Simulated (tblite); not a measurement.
Species: C4H11Si (doublet state).
SMILES with atom numbers: `[CH3:1][CH2:2][Si:3]([CH3:4])[CH3:5]` (hydrogens: H6, H7, H8 on C1; H9, H10 on C2; H11, H12, H13 on C4; H14, H15, H16 on C5)

Computed with GFN2-xTB (tblite), gas phase: L-BFGS steps from a force-field or distance-geometry start until the largest atomic force falls under 0.01 eV/Å.

At the end of the run (lengths in Å): Si3–C4 1.908, C2–Si3 1.916, Si3–C5 1.908, C4–H13 1.089, C5–H15 1.086, C4–H12 1.086, C1–H7 1.088, C1–C2–Si3 112.4°, C4–Si3–C5 109.3°, C2–Si3–C4 111.1°, C1–C2–Si3–C4 -61°.

**Question.** These geometries were met on the way; a selection of coordinates is given. Order them by energy above the end point, lowest first.
A. Si3–C4 1.908, C2–Si3 1.918, Si3–C5 1.909, C4–H13 1.091, C5–H15 1.087, C4–H12 1.086, C1–H7 1.087, C1–C2–Si3 115.8°, C4–Si3–C5 110.6°, C2–Si3–C4 111.0°, C1–C2–Si3–C4 -62°
B. Si3–C4 1.839, C2–Si3 1.858, Si3–C5 1.856, C4–H13 1.110, C5–H15 1.104, C4–H12 1.101, C1–H7 1.102, C1–C2–Si3 115.8°, C4–Si3–C5 111.9°, C2–Si3–C4 113.0°, C1–C2–Si3–C4 -63°
C. Si3–C4 1.875, C2–Si3 1.879, Si3–C5 1.874, C4–H13 1.091, C5–H15 1.085, C4–H12 1.085, C1–H7 1.091, C1–C2–Si3 115.6°, C4–Si3–C5 111.6°, C2–Si3–C4 112.1°, C1–C2–Si3–C4 -63°
D. Si3–C4 1.896, C2–Si3 1.903, Si3–C5 1.895, C4–H13 1.085, C5–H15 1.082, C4–H12 1.082, C1–H7 1.087, C1–C2–Si3 115.8°, C4–Si3–C5 111.1°, C2–Si3–C4 111.5°, C1–C2–Si3–C4 -62°
E. Si3–C4 1.908, C2–Si3 1.916, Si3–C5 1.908, C4–H13 1.091, C5–H15 1.087, C4–H12 1.087, C1–H7 1.089, C1–C2–Si3 115.3°, C4–Si3–C5 110.7°, C2–Si3–C4 111.3°, C1–C2–Si3–C4 -62°

**Answer.** E (0.010 eV), A (0.018 eV), D (0.035 eV), C (0.060 eV), B (0.149 eV).

```tsv
step	E above end (eV)	rms distance from the end, all atoms (Å)	largest force (eV/Å)	rms shift of all bonds from the end (Å)
7	0.010	0.052	0.163	0.002
5	0.018	0.056	0.275	0.001
3	0.035	0.063	0.217	0.006
1	0.060	0.067	0.584	0.016
0	0.149	0.070	1.895	0.029
```

Rows stand in the order of the answer.
